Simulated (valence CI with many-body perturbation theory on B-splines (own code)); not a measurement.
Dy²⁵⁺: E2, M1 decay

Computed by valence CI with perturbative core correlation (CI+MBPT): five valence electrons over a frozen Dirac-Fock core [Kr], radial functions for each j: 7 s, 7 p, 8 d, 6 f, 4 g, 1 h, with the one-electron correlation potential Σ1, the two-electron term Σ2, the three-electron term Σ3, Breit, model QED; selected CI, second order for the rest, scaled by the run's own slope (own B-spline code, finite nucleus).

No measured spectrum was set against this ion. As an estimate, terms of the open shell hold to 2 to 4 % of their energy, and close levels can change places. Among the levels kept, up to 250 cm⁻¹ of a level comes from second order outside the variational space, and about a tenth of that is noise between levels of different J, which matters for small intervals. The list stops below the first excitations out of the core.

Lines 51 to 100 of 120 in falling wavelength, among levels below 99.766 eV, chosen from the decays that carry over 1 % of a level's rate. Wavelengths and rates use the calculated energies, so an error of 3000 cm⁻¹ moves a line at 137.8 nm by 4.1 % and its rate by three times that or more. Electric multipoles are in the length gauge, E1 and E2 with the static RPA response of the core. S is in atomic units (e²a₀⁴ for E2 and M2, e²a₀⁶ for E3), for M1 in squared Bohr magnetons. Weak lines are less certain than strong ones. Lines between different terms over intervals too small for the method are left out, as are lines whose strength nearly cancels.

Levels are named by their leading jj configuration (3d3/2^4 stands for four electrons in 3d with j = 3/2), which in mixed levels can hold well under half, so a name can repeat and another be missing. Letters in brackets count levels of one name in rising energy.

```tsv
λ vac (nm)	Upper	Lower	Type	A (s⁻¹)	S (a.u.)
141.7	(4d3/2^2 4d5/2^3) J=1/2 [a]	(4d3/2^3 4d5/2^2) J=3/2 [a]	M1	4.27e+03	9.01e-01
141.6	(4d3/2^2 4d5/2^3) J=9/2 [a]	(4d3/2^3 4d5/2^2) J=7/2 [a]	M1	2.12e+03	2.22e+00
137.8	(4d3/2 4d5/2^4) J=5/2 [a]	(4d3/2^2 4d5/2^3) J=7/2 [a]	M1	4.19e+03	2.44e+00
137.3	(4d3/2^2 4d5/2^3) J=5/2 [c]	(4d3/2^3 4d5/2^2) J=7/2 [b]	M1	2.34e+03	1.34e+00
136.0	(4d3/2^2 4d5/2^3) J=13/2	(4d3/2^3 4d5/2^2) J=11/2	M1	8.85e+02	1.15e+00
134.4	(4d3/2^2 4d5/2^3) J=7/2 [c]	(4d3/2^2 4d5/2^3) J=5/2 [a]	M1	2.68e+02	1.93e-01
133.7	(4d3/2^2 4d5/2^3) J=9/2 [c]	(4d3/2^2 4d5/2^3) J=11/2	M1	2.28e+02	2.03e-01
130.3	(4d3/2^2 4d5/2^3) J=3/2 [a]	(4d3/2^3 4d5/2^2) J=3/2 [a]	M1	6.56e+03	2.15e+00
128.7	(4d3/2^2 4d5/2^3) J=5/2 [a]	(4d3/2^3 4d5/2^2) J=5/2 [a]	M1	9.68e+03	4.59e+00
128.0	(4d3/2^3 4d5/2^2) J=7/2 [a]	(4d3/2^4 4d5/2) J=5/2	M1	2.07e+03	1.29e+00
125.4	(4d3/2 4d5/2^4) J=3/2 [a]	(4d3/2^2 4d5/2^3) J=5/2 [b]	M1	2.90e+03	8.50e-01
123.5	(4d3/2^3 4d5/2^2) J=3/2 [a]	(4d3/2^4 4d5/2) J=5/2	M1	7.90e+03	2.21e+00
123.0	(4d3/2^2 4d5/2^3) J=5/2 [b]	(4d3/2^3 4d5/2^2) J=3/2 [a]	M1	1.02e+03	4.24e-01
122.5	(4d3/2 4d5/2^4) J=11/2	(4d3/2^2 4d5/2^3) J=13/2	M1	2.05e+03	1.68e+00
120.0	(4d3/2 4d5/2^4) J=7/2 [a]	(4d3/2^2 4d5/2^3) J=9/2 [a]	M1	6.02e+03	3.09e+00
118.8	(4d3/2^2 4d5/2^3) J=5/2 [b]	(4d3/2^3 4d5/2^2) J=7/2 [a]	M1	1.94e+03	7.24e-01
118.6	(4d3/2 4d5/2^4) J=3/2 [a]	(4d3/2^2 4d5/2^3) J=3/2 [a]	M1	7.75e+03	1.92e+00
117.0	(4d3/2^2 4d5/2^3) J=9/2 [b]	(4d3/2^3 4d5/2^2) J=9/2	M1	6.12e+03	3.63e+00
116.7	(4d3/2 4d5/2^4) J=5/2 [a]	(4d3/2^2 4d5/2^3) J=5/2 [a]	M1	1.42e+04	5.01e+00
115.8	(4d3/2^2 4d5/2^3) J=7/2 [b]	(4d3/2^3 4d5/2^2) J=5/2 [b]	M1	1.11e+02	5.13e-02
112.3	(4d3/2^2 4d5/2^3) J=7/2 [c]	(4d3/2^3 4d5/2^2) J=7/2 [b]	M1	2.44e+03	1.02e+00
111.8	(4d3/2^3 4d5/2^2) J=3/2 [b]	(4d3/2^3 4d5/2^2) J=5/2 [a]	M1	5.28e+02	1.09e-01
111.6	(4d3/2^2 4d5/2^3) J=7/2 [b]	(4d3/2^3 4d5/2^2) J=9/2	M1	1.44e+03	5.95e-01
110.6	(4d3/2 4d5/2^4) J=11/2	(4d3/2^2 4d5/2^3) J=9/2 [a]	M1	2.50e+03	1.51e+00
110.6	(4d3/2 4d5/2^4) J=3/2 [a]	(4d3/2^2 4d5/2^3) J=1/2 [a]	M1	7.32e+03	1.47e+00
110.1	(4d3/2^2 4d5/2^3) J=7/2 [a]	(4d3/2^3 4d5/2^2) J=5/2 [a]	M1	1.00e+03	3.96e-01
110.0	(4d3/2 4d5/2^4) J=5/2 [b]	(4d3/2^2 4d5/2^3) J=5/2 [b]	M1	3.54e+03	1.05e+00
109.1	(4d3/2^2 4d5/2^3) J=3/2 [b]	(4d3/2^3 4d5/2^2) J=1/2	M1	8.39e+02	1.62e-01
108.9	(4d3/2^3 4d5/2^2) J=9/2	(4d3/2^4 4d5/2) J=5/2	E2	5.20e-01	7.11e-03
107.9	(4d3/2 4d5/2^4) J=7/2 [a]	(4d3/2^2 4d5/2^3) J=7/2 [a]	M1	5.22e+03	1.95e+00
107.1	(4d3/2^2 4d5/2^3) J=9/2 [b]	(4d3/2^3 4d5/2^2) J=11/2	M1	2.13e+03	9.70e-01
104.6	(4d3/2 4d5/2^4) J=11/2	(4d3/2^2 4d5/2^3) J=11/2	M1	9.28e+03	4.73e+00
103.5	(4d3/2^2 4d5/2^3) J=3/2 [b]	(4d3/2^3 4d5/2^2) J=5/2 [b]	M1	8.21e+02	1.35e-01
100.8	(4d3/2^2 4d5/2^3) J=9/2 [b]	(4d3/2^3 4d5/2^2) J=7/2 [a]	M1	2.03e+03	7.69e-01
99.65	(4d3/2^2 4d5/2^3) J=1/2 [b]	(4d3/2^3 4d5/2^2) J=1/2	M1	2.92e+03	2.14e-01
99.61	(4d3/2 4d5/2^4) J=5/2 [a]	(4d3/2^3 4d5/2^2) J=7/2 [b]	M1	4.44e+02	9.77e-02
96.81	(4d3/2^2 4d5/2^3) J=7/2 [b]	(4d3/2^3 4d5/2^2) J=7/2 [a]	M1	9.32e+01	2.51e-02
96.62	(4d3/2^2 4d5/2^3) J=5/2 [c]	(4d3/2^3 4d5/2^2) J=3/2 [a]	M1	1.58e+03	3.16e-01
94.70	(4d3/2^2 4d5/2^3) J=7/2 [c]	(4d3/2^3 4d5/2^2) J=5/2 [b]	M1	1.19e+03	2.99e-01
94.53	(4d3/2 4d5/2^4) J=7/2 [a]	(4d3/2^2 4d5/2^3) J=5/2 [a]	M1	6.21e+02	1.56e-01
94.05	(4d3/2^2 4d5/2^3) J=5/2 [c]	(4d3/2^3 4d5/2^2) J=7/2 [a]	M1	4.61e+03	8.52e-01
93.69	(4d3/2^2 4d5/2^3) J=9/2 [c]	(4d3/2^3 4d5/2^2) J=7/2 [b]	M1	2.50e+03	7.62e-01
91.88	(4d3/2^2 4d5/2^3) J=7/2 [c]	(4d3/2^3 4d5/2^2) J=9/2	M1	2.88e+03	6.64e-01
91.66	(4d3/2^2 4d5/2^3) J=3/2 [a]	(4d3/2^3 4d5/2^2) J=5/2 [a]	M1	5.29e+03	6.04e-01
90.29	(4d3/2^2 4d5/2^3) J=3/2 [b]	(4d3/2^3 4d5/2^2) J=3/2 [a]	M1	1.49e+03	1.63e-01
89.60	(4d3/2^3 4d5/2^2) J=7/2 [b]	(4d3/2^4 4d5/2) J=5/2	M1	3.17e+02	6.77e-02
87.91	(4d3/2 4d5/2^4) J=5/2 [b]	(4d3/2^2 4d5/2^3) J=7/2 [a]	M1	1.79e+03	2.71e-01
86.88	(4d3/2 4d5/2^4) J=5/2 [b]	(4d3/2^3 4d5/2^2) J=3/2 [b]	M1	2.04e+03	2.97e-01
86.41	(4d3/2 4d5/2^4) J=3/2 [a]	(4d3/2^2 4d5/2^3) J=5/2 [a]	M1	1.81e+03	1.73e-01
85.53	(4d3/2 4d5/2^4) J=5/2 [a]	(4d3/2^3 4d5/2^2) J=5/2 [b]	M1	3.97e+03	5.53e-01
```
